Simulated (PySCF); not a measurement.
## Mo³⁶⁺ (molybdenum, charge +36): Hartree-Fock from Schrödinger to Dirac-Coulomb-Breit

Occupied: 1s1/2, 2s1/2, 2p1/2. Hartree-Fock calculated with PySCF 2.14 in an uncontracted even-tempered set (19 s from 5 bohr⁻², ratio 2.3; 14 p from 6 bohr⁻², ratio 2.3), Gaussian nucleus throughout. NR is non-relativistic, sf-X2C the spin-free one-electron X2C Hamiltonian, X2C adds the bare one-electron spin-orbit term, X2C-SNSO screens it by Boettger's factors, DC is four-component Dirac-Coulomb, and the Gaunt and Breit terms are added at first order (total energies over the DC spinors, levels after relaxing the spinors in that mean field). QED terms are absent. Levels marked empty are virtual spinors of this ion.

```tsv
level (eV)	X2C	X2C-SNSO
1s1/2	-22862.7	-22863.2
2s1/2	-5214.9	-5215.1
2p1/2	-5099.8	-5095.6
2p3/2 (empty)	-4794.5	-4796.5
3s1/2 (empty)	-2141.4	-2141.4
```

**Question.** Where do the four-component calculations put these levels?

**Answer.** 1s1/2: DC -22874.1, DC+Gaunt -22840.2, DC+Breit -22841.3; 2s1/2: DC -5216.3, DC+Gaunt -5213.1, DC+Breit -5213.4; 2p1/2: DC -5096.5, DC+Gaunt -5089.8, DC+Breit -5090.7; 2p3/2 (empty): DC -4796.6, DC+Gaunt -4793.3, DC+Breit -4794.1; 3s1/2 (empty): DC -2141.7, DC+Gaunt -2140.8, DC+Breit -2141.0 (eV).

```csv
Hamiltonian,E (hartree),E − E(DC) (hartree),CPU seconds
X2C,-2575.8438,0.3471,0.35
X2C-SNSO,-2575.5260,0.6648,0.35
DC,-2576.1908,0.0000,10
DC+Gaunt,-2574.5073,1.6836,21
DC+Breit,-2574.5942,1.5966,59
```

Weight of the small component: 1s1/2 0.0236, 2s1/2 0.00536, 2p1/2 0.00533, 2p3/2 0.00510, 3s1/2 0.00214.

Koopmans' value for the highest occupied level at DC+Breit: 5090.7 eV, against an ionisation energy of 5084 ± 6 eV (semi-empirical (NIST evaluation); NIST Atomic Spectra Database, ionization energies); the former lacks relaxation, correlation, QED and recoil.

The whole ladder took 94 s of wall time on 1 thread of Neoverse-V1 (shared host), launched as `OMP_NUM_THREADS=1 python relrun2.py TASK.json OUT` (a driver that calls PySCF for each Hamiltonian).
